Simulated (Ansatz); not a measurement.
`N[SiH](O)[Si](N)(Cl)Cl` + `N[SiH2]O[Si](N)(F)F` → `N[SiH2]O[Si](N)(Cl)Cl` + `N[SiH](O)[Si](N)(F)F`  (redistribution)

Calculated with Ansatz (gas phase, PBE0-D4/def2-TZVP geometries, no zero-point term in ΔE). CCSD(T)/CBS adds triple-zeta CCSD(T) − MP2 to the extrapolated MP2 energy (def2 sets, frozen cores). Functionals use def2-TZVPP. One conformer a species, not always the lowest.

`N[SiH](O)[Si](N)(Cl)Cl`:

Cartesian coordinates in Å:
```
N 1.090 -0.284 -1.577
Si -0.337 0.522 -1.075
O -1.759 0.128 -1.806
Si -0.449 -0.036 1.189
N 0.953 0.403 2.030
Cl -0.794 -2.101 1.144
Cl -2.040 0.744 2.226
H 1.553 -0.030 -2.435
H 1.220 -1.263 -1.372
H -0.147 1.960 -1.365
H -2.153 -0.717 -1.579
H 1.012 0.371 3.035
H 1.851 0.303 1.583
```

`N[SiH2]O[Si](N)(F)F`:

```xyz
13

N    -0.151   -1.022    1.604
Si    0.131    0.669    1.520
O     0.275    1.190   -0.027
Si    0.148    0.752   -1.568
N    -0.235   -0.877   -1.664
F    -0.927    1.664   -2.291
F     1.495    1.112   -2.321
H    -1.050   -1.374    1.892
H     0.589   -1.655    1.861
H    -1.027    1.369    2.122
H     1.408    0.991    2.198
H    -0.296   -1.419   -0.816
H    -0.361   -1.400   -2.510
```

`N[SiH2]O[Si](N)(Cl)Cl`:

```xyz
13

N     1.360    0.738   -1.944
Si   -0.261    0.947   -1.479
O    -0.747    0.036   -0.181
Si   -0.111   -0.667    1.116
N    -1.350   -1.098    2.172
Cl    0.930   -2.361    0.651
Cl    1.276    0.635    1.910
H     2.110    1.147   -1.411
H     1.663   -0.086   -2.436
H    -0.454    2.365   -1.098
H    -1.132    0.527   -2.597
H    -2.103   -0.456    2.357
H    -1.181   -1.726    2.939
```

`N[SiH](O)[Si](N)(F)F`:

```xyz
13

N    -2.043    0.535   -0.792
Si   -0.499   -0.130   -1.067
O     0.624    0.827   -1.819
Si    0.302   -0.656    1.072
N     1.909   -0.143    1.233
F    -0.550    0.096    2.200
F     0.088   -2.199    1.433
H    -2.726    0.689   -1.515
H    -2.296    0.968    0.080
H    -0.610   -1.277   -1.997
H     0.863    1.643   -1.374
H     2.412   -0.173    2.106
H     2.526   -0.180    0.439
```

```csv
level,ΔE (kJ/mol)
PBE-D4,15.8
r2SCAN-D4,17.7
ωB97X-V,14.0
PBE,15.1
HF/def2-TZVPP,18.7
SCS-MP2/def2-TZVPP,16.8
CCSD(T)/def2-TZVPP,18.3
MP2/def2-QZVPP,18.4
```

(1) What does CCSD(T)/CBS give? (Best estimate.)

Largest T1 diagnostic among the species: 0.012.

Answers

(1) Ansatz gave: +18.5 kJ/mol. The listed levels differ from it by -2.7, -0.8, -4.5, -3.4, 0.2, -1.7, -0.2, -0.1 kJ/mol.
